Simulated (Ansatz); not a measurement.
A nudged elastic band was laid between two geometries of C$_{4}$H$_{10}$OSi (16 atoms, charge 0, multiplicity 1).

The calculation used RKS PBE0/cc-pVDZ in Ansatz.

* movable images: 9
* climbing image: yes
* spring: 5.0 eV/Å²
* optimiser: quadratic models (default)
* start path: through a guess of the saddle point
* force threshold: 0.05 eV/Å
* iteration limit: 30
* end points: relaxed

Image 0:

```xyz
16
Properties=species:S:1:pos:R:3
C 0.105 -2.110 -0.694
C -0.660 -1.023 -0.577
C -0.212 0.366 -0.235
C 1.236 0.656 -0.606
O -1.104 1.242 -0.938
Si -0.540 0.617 1.654
H -0.340 -3.084 -0.909
H 1.191 -2.079 -0.572
H -1.746 -1.105 -0.707
H 1.937 -0.006 -0.076
H 1.506 1.693 -0.344
H 1.377 0.524 -1.690
H -0.870 2.147 -0.692
H -0.396 2.088 1.945
H 0.432 -0.147 2.503
H -1.940 0.199 1.983
```

Image 10:

```xyz
16
Properties=species:S:1:pos:R:3
C 0.077 -2.008 -0.838
C -0.676 -0.956 -0.504
C -0.202 0.417 -0.125
C 1.254 0.693 -0.475
O -1.060 1.401 -0.714
Si -0.514 0.663 1.764
H -0.380 -2.969 -1.082
H 1.168 -1.959 -0.872
H -1.768 -1.061 -0.485
H 1.946 0.036 0.074
H 1.506 1.736 -0.234
H 1.428 0.538 -1.554
H -1.025 1.266 -1.672
H -0.218 2.085 2.134
H 0.384 -0.251 2.544
H -1.943 0.348 2.084
```

Which bonds break or form, and what moves?

No bond is made or broken. The dihedral C4–C3–O5–H13 goes from -60 to 68°.

What energy profile does the band end with?

It converged. The highest image is number 5 of 0 to 10, 5.8 kJ/mol above the first end and 9.3 kJ/mol above the last; the last end lies 3.5 kJ/mol below the first. A vibrational analysis at the climbing image gives one clearly imaginary mode, 332i cm⁻¹: a first-order saddle point.

| image | path coordinate (Å) | energy (kJ/mol) | dihedral C4–C3–O5–H13 (°) |
| --- | --- | --- | --- |
| 0 | 0.00 | 0.0 | -60 |
| 1 | 0.17 | 0.2 | -55 |
| 2 | 0.35 | 1.2 | -45 |
| 3 | 0.53 | 3.0 | -32 |
| 4 | 0.70 | 5.0 | -18 |
| 5 | 0.88 | 5.8 | -2 |
| 6 | 1.11 | 4.2 | 18 |
| 7 | 1.34 | 0.8 | 35 |
| 8 | 1.57 | -2.0 | 51 |
| 9 | 1.80 | -3.3 | 63 |
| 10 | 2.04 | -3.5 | 68 |

What is the geometry of the highest image?


```xyz
16
Properties=species:S:1:pos:R:3
C 0.121 -2.089 -0.729
C -0.667 -1.027 -0.547
C -0.246 0.364 -0.171
C 1.183 0.700 -0.564
O -1.183 1.276 -0.779
Si -0.531 0.616 1.723
H -0.305 -3.066 -0.969
H 1.209 -2.036 -0.640
H -1.753 -1.133 -0.648
H 1.910 0.046 -0.060
H 1.431 1.737 -0.288
H 1.318 0.578 -1.653
H -0.671 1.924 -1.278
H -0.242 2.050 2.060
H 0.365 -0.272 2.539
H -1.960 0.309 2.050
```

What are the harmonic wavenumbers there?

332i, 76, 175, 196, 210, 262, 284, 318, 398, 489, 557, 615, 640, 724, 875, 902, 924, 931, 932, 937, 1022, 1034, 1093, 1135, 1177, 1305, 1349, 1382, 1425, 1462, 1465, 1722, 2194, 2206, 2227, 3038, 3123, 3148, 3167, 3181, 3264, 3850 cm⁻¹.

The band took 9 iterations and of the order of 18 core-minutes.

Time of the run: 9.2 min on 2 threads of Intel(R) Xeon(R) Platinum 8259CL CPU @ 2.50GHz (Skylake/Cascade Lake), on a shared host, peak memory 0.44 GiB.
